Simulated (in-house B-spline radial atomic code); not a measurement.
Configurations of neutral chlorine, with energies counted from [Ne] 3s2 3p5. All numbers are computed (Dirac-Hartree-Fock, average of configuration; Fermi nucleus of rms radius 3.3654 fm) with a radial B-spline atomic code at the basis-set limit, not measured. Energies include first-order Breit, QED and recoil terms.

Occupations are held fixed; configurations that lie above the ionisation limit could autoionise.

```csv
configuration,E - E(ref) (eV),highest orbital,its <r> (bohr)
[Ne] 3s2 3p4 4s1,9.0098,4s1/2,5.775
[Ne] 3s2 3p4 3d1,11.048,3d3/2,9.299
[Ne] 3s2 3p4 5d1,12.074,5d3/2,32.01
[Ne] 3s2 3p4 6d1,12.253,6d3/2,47.97
[Ne] 3s2 3p4 6g1,12.273,6g9/2,44
[Ne] 3s2 3p4 7d1,12.36,7d3/2,66.94
[Ne] 3s1 3p5 3d1,26.335,3d3/2,8.975
```

Order these further configurations by energy, lowest first.
A. [Ne] 3s1 3p5 4d1
B. [Ne] 3s2 3p4 7g1
C. [Ne] 3s2 3p4 5g1
D. [Ne] 3s2 3p4 6f1
E. [Ne] 3s2 3p4 7s1

E (12.099 eV), C (12.106 eV), D (12.273 eV), B (12.373 eV), A (27.041 eV).

How far above the reference does [Ne] 3s1 3p5 6f1 lie?

27.585 eV; its least bound orbital is 6f5/2 with <r> = 47.98 bohr.

How far above the reference does [Ne] 3s1 3p5 6d1 lie?

27.56 eV; its least bound orbital is 6d3/2 with <r> = 47.19 bohr.
